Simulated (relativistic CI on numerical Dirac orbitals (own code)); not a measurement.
**Ir XVII: sensitivity of the levels to the model**

Base calculation: Dirac-Coulomb-Breit CI, orbitals from a KLI potential per configuration, a model potential for QED, unscaled Slater integrals.

CI space (outside the closed core [Kr]): 4d10.4f13.5s2, 4d10.4f14.5s, 4d10.4f13.5s.5p, 4d10.4f14.5p, 4d10.4f12.5s2.5p, 4d10.4f13.5s.5d, 4d10.4f12.5s.5p2, 4d10.4f14.5d, 4d10.4f13.5s.5f, 4d10.4f12.5s2.5d, 4d10.4f13.5p.5d, 4d10.4f14.6s, 4d9.4f14.5s2. Double excitations out of closed p, d and f shells are left out; levels of such configurations are missing from the list, as are those of other unlisted configurations, and high levels can miss mixing partners.

The lowest level and the first level of each name with at least 55 % of one term (blank where a level has no safe partner in the second run):

| Level | Base (cm⁻¹) | Shift (cm⁻¹) |
| --- | --- | --- |
| 4d10.4f13.5s2 2F°_7/2 | 0 | 0 |
| 4d10.4f13.5s2 2F°_5/2 | 24726 | -24726 |
| 4d10.4f14.5s 2S_1/2 | 26050 | -310222 |
| 4d10.4f12.5s2.5p 4G°_11/2 | 271081 | +270906 |
| 4d10.4f12.5s2.5p 4I°_11/2 | 297582 | +255561 |
| 4d10.4f14.5p 2P°_1/2 | 336485 | -347074 |
| 4d10.4f12.5s2.5p 2K°_13/2 | 346814 |  |
| 4d10.4f12.5s2.5p 2H°_11/2 | 349870 |  |
| 4d10.4f13.5s.5p 4G_11/2 | 414499 | -197746 |
| 4d10.4f13.5s.5p 4F_9/2 | 431429 |  |
| 4d10.4f13.5s.5p 4D_1/2 | 431520 | -222546 |
| 4d10.4f12.5s2.5p 4I°_15/2 | 432407 | +120737 |
| 4d10.4f12.5s2.5p 2P°_1/2 | 434572 | +175511 |
| 4d10.4f13.5s.5p 2G_9/2 | 447871 |  |

At this charge transitions that keep the count of f electrons are usually good to a few per cent. Terms inside the open d or f shell come out 10 to 20 % too wide with unscaled integrals. Levels that differ in their count of f electrons can be misplaced by several ten thousand cm⁻¹, since the correlation energy of f electrons is missing or only estimated; rates across such gaps can be off by orders of magnitude.

**Question.** One thing was changed in a second run, which moved the levels as shown. Which?
A. configuration mixing switched off
B. Breit term removed
C. non-relativistic limit
D. QED terms removed

**Answer.** C. Non-relativistic limit. Without relativity the fine structure collapses and s electrons lose their extra binding.

LS names give the leading component of a level, which can be under half, so a name can repeat, a term be missing and a line seem to break the LS rules.
